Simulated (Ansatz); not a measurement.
The cluster ZrO3H2, relaxed as a singlet with RKS PBE-D4/def2-TZVP in Ansatz, starting from the GFN1-xTB geometry. Force threshold 0.02 eV/Å.

In the def2 sets Zr takes a core potential; there is no spin–orbit coupling. The structure comes from a short search, and lower isomers may exist.

Start:

```xyz
6

Zr   -0.0369   -0.3872    0.1126
O    -1.4390    0.4267   -0.8473
O    -0.1716   -2.0746    0.5982
O     1.5205    0.5745    0.5575
H    -2.2477    0.6209   -1.3250
H     2.3746    0.8397    0.9041
```

| step | energy (eV) | largest force component (eV/Å) | SCF passes |
| --- | --- | --- | --- |
| 1 | -7455.2221 | 2.336 | 18 |
| 2 | -7455.4685 | 0.299 | 20 |
| 3 | -7455.4822 | 0.148 | 21 |
| 4 | -7455.4971 | 0.417 | 20 |
| 5 | -7455.5107 | 0.374 | 22 |
| 6 | -7455.5529 | 0.190 | 26 |
| 7 | -7455.5785 | 0.082 | 25 |
| 8 (rejected) | -7455.5721 | 0.739 | 25 |
| 9 | -7455.5979 | 0.176 | 27 |
| 10 | -7455.6086 | 0.312 | 27 |
| 11 | -7455.6115 | 0.175 | 21 |
| 12 | -7455.6137 | 0.028 | 22 |
| 13 | -7455.6140 | 0.015 | 22 |
| 14 | -7455.6143 | 0.011 | 21 |

Force components are those of the run's own axes.

End:

```csv
atom,x (Å),y (Å),z (Å)
Zr1,-0.273,-0.138,0.583
O2,-1.515,0.618,-0.764
O3,-0.090,-1.886,0.383
O4,1.488,0.767,0.676
H5,-2.003,0.210,-1.493
H6,2.393,0.428,0.615
```

By distances, no bond broke or formed. The bond that changes most is Zr1–O4, from 1.88 to 1.98 Å (atoms count from 1).

The force fell under the threshold at step 13, but the optimiser went on. No frequencies were taken in this run, so the end may be a saddle point.

Run time 13 s (4 threads of Arm Neoverse V1 on a shared host).
